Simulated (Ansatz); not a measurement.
The lowest singlet and triplet of FHSi (SMILES F[SiH]); geometries from B3LYP-D3(BJ)/def2-TZVP, each state relaxed from the structure named, with no frequency check.
Singlet (charge 0, multiplicity 1):
```xyz
3

F      0.84410    -0.57545     0.00000
Si    -0.43485     0.41865     0.00000
H     -1.50909    -0.68207     0.00000
```
Triplet (charge 0, multiplicity 3):
```json
[
 {"atom": "F", "x (Å)": "0.9261", "y (Å)": "-0.4626", "z (Å)": "0.0000"},
 {"atom": "Si", "x (Å)": "-0.4757", "y (Å)": "0.3370", "z (Å)": "0.0000"},
 {"atom": "H", "x (Å)": "-1.6752", "y (Å)": "-0.5540", "z (Å)": "0.0000"}
]
```

```json
[
 {"level": "U-HF/cc-pV(D+d)Z (spin-contaminated)", "gap E(singlet) − E(triplet), adiabatic (kcal/mol)": "-23.28", "cost": "-"},
 {"level": "R-HF/cc-pV(T+d)Z", "gap E(singlet) − E(triplet), adiabatic (kcal/mol)": "-21.07", "cost": "-"},
 {"level": "U-HF/cc-pV(T+d)Z (spin-contaminated)", "gap E(singlet) − E(triplet), adiabatic (kcal/mol)": "-22.22", "cost": "-"},
 {"level": "R-HF/cc-pV(Q+d)Z", "gap E(singlet) − E(triplet), adiabatic (kcal/mol)": "-20.60", "cost": "-"},
 {"level": "U-HF/cc-pV(Q+d)Z (spin-contaminated)", "gap E(singlet) − E(triplet), adiabatic (kcal/mol)": "-21.84", "cost": "-"},
 {"level": "R-SVWN5/def2-TZVPP", "gap E(singlet) − E(triplet), adiabatic (kcal/mol)": "-37.49", "cost": "×0.7"},
 {"level": "U-SVWN5/def2-TZVPP", "gap E(singlet) − E(triplet), adiabatic (kcal/mol)": "-37.49", "cost": "×0.8"},
 {"level": "U-r2SCAN/def2-TZVPP", "gap E(singlet) − E(triplet), adiabatic (kcal/mol)": "-28.72", "cost": "×3"},
 {"level": "R-B3LYP/def2-TZVPP", "gap E(singlet) − E(triplet), adiabatic (kcal/mol)": "-38.22", "cost": "×1"},
 {"level": "U-B3LYP/def2-TZVPP", "gap E(singlet) − E(triplet), adiabatic (kcal/mol)": "-38.22", "cost": "×2"},
 {"level": "R-PBE0/def2-TZVPP", "gap E(singlet) − E(triplet), adiabatic (kcal/mol)": "-32.94", "cost": "×1"},
 {"level": "U-PBE0/def2-TZVPP", "gap E(singlet) − E(triplet), adiabatic (kcal/mol)": "-32.94", "cost": "×2"},
 {"level": "U-BHLYP/def2-TZVPP", "gap E(singlet) − E(triplet), adiabatic (kcal/mol)": "-36.97", "cost": "×2"},
 {"level": "R-wB97X-V/def2-TZVPP", "gap E(singlet) − E(triplet), adiabatic (kcal/mol)": "-39.55", "cost": "×2"},
 {"level": "U-wB97M-V/def2-TZVPP", "gap E(singlet) − E(triplet), adiabatic (kcal/mol)": "-43.34", "cost": "×3"},
 {"level": "R-MP2/cc-pV(D+d)Z", "gap E(singlet) − E(triplet), adiabatic (kcal/mol)": "-34.64", "cost": "-"},
 {"level": "R-MP2/cc-pV(T+d)Z", "gap E(singlet) − E(triplet), adiabatic (kcal/mol)": "-35.32", "cost": "-"},
 {"level": "U-MP2/cc-pV(T+d)Z (spin-contaminated)", "gap E(singlet) − E(triplet), adiabatic (kcal/mol)": "-31.03", "cost": "-"},
 {"level": "R-MP2/cc-pV(Q+d)Z", "gap E(singlet) − E(triplet), adiabatic (kcal/mol)": "-35.74", "cost": "-"},
 {"level": "R-SCS-MP2/cc-pV(D+d)Z", "gap E(singlet) − E(triplet), adiabatic (kcal/mol)": "-38.05", "cost": "-"},
 {"level": "R-SCS-MP2/cc-pV(T+d)Z", "gap E(singlet) − E(triplet), adiabatic (kcal/mol)": "-39.51", "cost": "-"},
 {"level": "R-SCS-MP2/cc-pV(Q+d)Z", "gap E(singlet) − E(triplet), adiabatic (kcal/mol)": "-40.17", "cost": "-"},
 {"level": "U-SCS-MP2/cc-pV(Q+d)Z (spin-contaminated)", "gap E(singlet) − E(triplet), adiabatic (kcal/mol)": "-34.62", "cost": "-"},
 {"level": "R-CCSD/cc-pV(D+d)Z", "gap E(singlet) − E(triplet), adiabatic (kcal/mol)": "-38.34", "cost": "-"},
 {"level": "U-CCSD/cc-pV(T+d)Z (spin-contaminated)", "gap E(singlet) − E(triplet), adiabatic (kcal/mol)": "-37.97", "cost": "-"},
 {"level": "R-CCSD/cc-pV(Q+d)Z", "gap E(singlet) − E(triplet), adiabatic (kcal/mol)": "-37.99", "cost": "-"},
 {"level": "U-CCSD/cc-pV(Q+d)Z (spin-contaminated)", "gap E(singlet) − E(triplet), adiabatic (kcal/mol)": "-37.78", "cost": "-"},
 {"level": "R-CCSD(T)/cc-pV(D+d)Z", "gap E(singlet) − E(triplet), adiabatic (kcal/mol)": "-38.78", "cost": "×2"},
 {"level": "U-CCSD(T)/cc-pV(D+d)Z (spin-contaminated)", "gap E(singlet) − E(triplet), adiabatic (kcal/mol)": "-38.71", "cost": "×2"},
 {"level": "R-CCSD(T)/cc-pV(T+d)Z", "gap E(singlet) − E(triplet), adiabatic (kcal/mol)": "-38.69", "cost": "×4"},
 {"level": "U-CCSD(T)/cc-pV(T+d)Z (spin-contaminated)", "gap E(singlet) − E(triplet), adiabatic (kcal/mol)": "-38.58", "cost": "×7"},
 {"level": "U-CCSD(T)/cc-pV(Q+d)Z (spin-contaminated)", "gap E(singlet) − E(triplet), adiabatic (kcal/mol)": "-38.41", "cost": "×40"},
 {"level": "R-CCSDT/cc-pV(D+d)Z", "gap E(singlet) − E(triplet), adiabatic (kcal/mol)": "-38.74", "cost": "-"},
 {"level": "R-CCSDT(Q)/cc-pV(D+d)Z", "gap E(singlet) − E(triplet), adiabatic (kcal/mol)": "-38.80", "cost": "×20"},
 {"level": "SA-CASSCF(2,2)/cc-pV(Q+d)Z", "gap E(singlet) − E(triplet), adiabatic (kcal/mol)": "-33.07", "cost": "-"},
 {"level": "SC-NEVPT2 on SA-CASSCF(2,2)/cc-pV(D+d)Z", "gap E(singlet) − E(triplet), adiabatic (kcal/mol)": "-38.09", "cost": "-"},
 {"level": "SC-NEVPT2 on SA-CASSCF(2,2)/cc-pV(T+d)Z", "gap E(singlet) − E(triplet), adiabatic (kcal/mol)": "-39.07", "cost": "-"},
 {"level": "SC-NEVPT2 on SA-CASSCF(2,2)/cc-pV(Q+d)Z", "gap E(singlet) − E(triplet), adiabatic (kcal/mol)": "-39.35", "cost": "-"},
 {"level": "FIC-MRCISD+Q on SA-CASSCF(2,2)/cc-pV(T+d)Z", "gap E(singlet) − E(triplet), adiabatic (kcal/mol)": "-38.72", "cost": "-"},
 {"level": "FIC-MRCISD+Q on SA-CASSCF(2,2)/cc-pV(Q+d)Z", "gap E(singlet) − E(triplet), adiabatic (kcal/mol)": "-38.68", "cost": "-"}
]
```

The rows run from -43.34 (U-wB97M-V/def2-TZVPP) to -20.60 kcal/mol (R-HF/cc-pV(Q+d)Z). In cc-pV(Q+d)Z (spin-contaminated) the value moves U-HF -21.84, U-CCSD -37.78, U-CCSD(T) -38.41, a shift of -16.57 from U-HF to U-CCSD(T). From cc-pV(D+d)Z (spin-contaminated) to cc-pV(Q+d)Z (spin-contaminated) U-CCSD(T) changes by 0.29. The 6 U-functionals in def2-TZVPP without D3 or D4 span 14.62, from U-wB97M-V to U-r2SCAN.

A positive gap puts the triplet lower; no zero-point energy. R- takes a restricted singlet. U- takes an unrestricted singlet (broken symmetry where lower, unprojected). The triplet is unrestricted in single-reference levels. Active spaces average the two states.

Frozen-core correlation.

Doubts at one or more of the structures used: a restricted determinant that unrestricted orbitals would lower (R-HF/cc-pV(T+d)Z, R-HF/cc-pV(Q+d)Z, R-MP2/cc-pV(D+d)Z, R-MP2/cc-pV(T+d)Z, R-MP2/cc-pV(Q+d)Z, R-SCS-MP2/cc-pV(D+d)Z, R-SCS-MP2/cc-pV(T+d)Z, R-SCS-MP2/cc-pV(Q+d)Z, R-CCSD/cc-pV(D+d)Z, R-CCSD/cc-pV(Q+d)Z, R-CCSD(T)/cc-pV(D+d)Z, R-CCSD(T)/cc-pV(T+d)Z, R-CCSDT/cc-pV(D+d)Z, R-CCSDT(Q)/cc-pV(D+d)Z); T1 above 0.05 (U-CCSD/cc-pV(T+d)Z (spin-contaminated), U-CCSD/cc-pV(Q+d)Z (spin-contaminated), U-CCSD(T)/cc-pV(D+d)Z (spin-contaminated), U-CCSD(T)/cc-pV(T+d)Z (spin-contaminated), U-CCSD(T)/cc-pV(Q+d)Z (spin-contaminated)).

The values were computed with Ansatz (Gaussian orbitals). 

Costs are rough ratios of core time to R-PBE/def2-TZVPP (about 1.6 s over the structures, on one shared machine); a dash marks a level with no comparable run of its own.

Ansatz is a quantum-chemistry and plane-wave program.
